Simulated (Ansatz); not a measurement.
A set of 12 reactions (ligand exchange), with CCSD(T)/CBS values in kJ/mol:

```tsv
reaction	ΔE
`[SiH3]C[SiH]1CC1` + H–F → `F[SiH]1CC1` + `C[SiH3]`	-115.1
`C=C[SiH2]BN` + NH₃ → `NBN` + `C=C[SiH3]`	-106.2
`C[O][Ge][O]C` + HCl → `C[O][Ge][Cl]` + CH₃OH	-39.6
`OBBS` + HCl → `SBBCl` + H₂O	34.2
`FB(F)[Si](Cl)(Cl)Cl` + H–F → `FB(F)F` + `Cl[SiH](Cl)Cl`	-162.5
`C=[N][GeH2][CH3]` + NH₃ → `C=[N][GeH2][NH2]` + CH₄	-21.4
`FB(F)[Si](Cl)(Cl)Cl` + HBr → `FB(F)Br` + `Cl[SiH](Cl)Cl`	-90.8
`[NH2][Sn][Br]` + HBr → `[Br][Sn][Br]` + NH₃	-100.2
`C[SiH](N)[GeH2][NH2]` + H–F → `[NH2][GeH2][F]` + `C[SiH2]N`	-62.5
`C[CH2][Cd][OH]` + NH₃ → `C[CH2][Cd][NH2]` + H₂O	24.4
`C/C=C\[NH][AlH2]` + `O[SiH](O)O` → `O[SiH](O)[O][AlH2]` + `C/C=C/N`	-56.6
`[SiH3]BO[SiH3]` + `C[SeH]` → `C[Se]B[SiH3]` + `O[SiH3]`	19.8
```

Computed with Ansatz on PBE0-D4/def2-TZVP structures; ΔE is electronic, products minus reactants. CCSD(T)/CBS adds triple-zeta CCSD(T) − MP2 to the extrapolated MP2 energy (def2 sets, frozen cores). This one scheme is used for every species. Double bonds are as drawn, so ΔE can hold a change between cis and trans. Functionals use def2-TZVPP. Elements past krypton have def2 core potentials. For Br, Cd, Ge, Se, Sn outer-core shells are correlated without core-valence functions, which leaves a few kJ/mol of doubt a bond. Scalar relativity is left out up to krypton. Each species was taken in one conformer, which may not be the lowest.

Q: Give the mean, mean absolute and largest difference (level minus CCSD(T)/CBS, kJ/mol) for: PBE-D4, r2SCAN-D4, PBE0-D4, ωB97X-V, B2PLYP, PBE0, HF/def2-TZVPP, SCS-MP2/def2-TZVPP, CCSD/def2-TZVPP, CCSD(T)/def2-TZVPP, MP2/def2-QZVPP, SCS-MP2/def2-QZVPP, MP2/CBS(def2), CCSD/CBS(def2). (Estimate.)

A: Ansatz gave: 
```
             level   mean  mean absolute  largest
            PBE-D4    4.0            6.4     15.8
         r2SCAN-D4   -1.9            3.3     -8.4
           PBE0-D4    1.3            3.9     -8.2
           ωB97X-V   -0.3            4.9    -13.1
            B2PLYP   -3.4            6.7    -17.7
              PBE0   -1.0            2.4     -9.8
     HF/def2-TZVPP  -12.6           20.6    -46.2
SCS-MP2/def2-TZVPP   -2.4            5.9    -15.6
   CCSD/def2-TZVPP   -0.6            4.8     -9.7
CCSD(T)/def2-TZVPP    0.9            3.0      8.4
    MP2/def2-QZVPP   -2.1            3.1     -7.6
SCS-MP2/def2-QZVPP   -3.1            5.0    -15.0
     MP2/CBS(def2)   -2.3            3.2     -7.9
    CCSD/CBS(def2)   -1.5            2.8      5.3
```

The largest T1 diagnostic in the set is 0.016, for `OBBS` (customary mark 0.02).

CCSD(T)/CBS is a level of theory with its own doubt, and the functionals carry their triple-zeta basis error, so these figures describe this set and don't rank the functionals.
